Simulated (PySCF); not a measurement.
Successive ionisation energies of one element at GMP2 (screened spin-orbit), starting from the ion with 13 electrons. Calculated with PySCF 2.14, two-component X2C-1e (Gaussian nucleus, no Breit or QED terms), each ion in its own even-tempered basis; GMP2 freezes the deep shells of the larger ions and drops the highest virtual spinors; eV.

3216.6, 3397.6, 3486.7, 7997.4, 8232.6, 8489.8, 8732.4, 9362.5, 9635.1, 9990.2, 10218.1, 41937.0

(1) Which element is it?

## Answers

(1) Caesium (Cs, Z = 55); the list starts at Cs⁴²⁺. The hydrogenic estimate 13.606 eV × (q + 1)²/n² with q = 42 and n = 3 gives 2795.2 eV for the first entry, a lower bound because the other electrons screen the nucleus only in part.
